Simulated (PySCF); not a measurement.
Work out the structure from these simulated measurements.

Formula: C5H5ClNPS.

| Quantity | Value |
| --- | --- |
| Polarisability | 129.2 au [PBE0/def2-SVPD] |
| Rotational structure | rotational constants A, B, C: 2.114, 0.645, 0.496 GHz [GFN2-xTB] |
| 13C NMR | chemical shifts (computed TMS as zero) by class: 204.3 (1 C), 197.2 (1 C), 150.0 (1 C), 124.0 (1 C), 21.3 (1 C) ppm [GIAO PBE0/pcSseg-1] |
| 1H NMR | chemical shifts (computed TMS as zero) by class: 8.49 (1 H), 7.27 (1 H), 2.62 (3 H) ppm [GIAO PBE0/pcSseg-1] |
| UV, strongest line | among the 8 lowest singlet transitions: S5 at 4.86 eV (255 nm, f = 0.281) [TDDFT PBE0/def2-SVPD] |
| NMR, other nuclei | isotropic shieldings of nuclei other than C and H, by class: -80 (1 N), 153 (1 P), 406 (1 S), 557 (1 Cl) ppm [GIAO PBE0/pcSseg-1] |
| UV, first state | lowest singlet excitation: 3.98 eV (311 nm, f = 0.032) [TDDFT PBE0/def2-SVPD] |

Electronic properties: PySCF, gas phase, density fitting. Levels stand in brackets. The structure is a single GFN2-xTB conformer in the gas phase; no vibrational or solvent corrections. Each NMR value is the plain mean over a class of atoms that symmetry, rotation or inversion makes alike.

Task: What is the compound? Reason from the data.

Result: Numbering: `[CH3:1][S:2][c:3]1[cH:4][cH:5][n:6][c:7]([Cl:8])[p:9]1`. 5 carbons fall into 5 classes; from least to most shielded: substituted aromatic carbon [C3] (204.3 ppm), aromatic C–Cl carbon [C7] (197.2 ppm), aromatic CH next to a ring nitrogen [C5] (150.0 ppm), aromatic CH carbon [C4] (124.0 ppm), S-methyl carbon [C1] (21.3 ppm). Hydrogen classes from least to most shielded: 1 H on an aromatic CH next to a ring nitrogen, C5 (8.49 ppm), 1 H on an aromatic CH carbon, C4 (7.27 ppm), 3 H on an S-methyl carbon, C1 (2.62 ppm). The other shieldings belong to: -80 ppm, pyridine-type nitrogen [N6]; 153 ppm, phosphorus bonded to 2 C [P9]; 406 ppm, sulfide sulfur [S2]; 557 ppm, aryl chlorine [Cl8]. The optimised geometry has point group Cs and is an asymmetric top. Structure: `CSC1=PC(Cl)=NC=C1`. Computed isomers that give other values at the same levels: `CSc1ccpc(Cl)n1` (13C chemical shifts (computed TMS as zero) by class: 198.2 (1 C), 174.1 (1 C), 170.2 (1 C), 126.5 (1 C), 20.4 (1 C) ppm). The assignments are read from this structure; whether some other isomer fits the data as well wasn't checked.

The values belong to the conformer `[CH3:1][S:2][c:3]1[cH:4][cH:5][n:6][c:7]([Cl:8])[p:9]1`: C1–S2–C3–C4 180°.
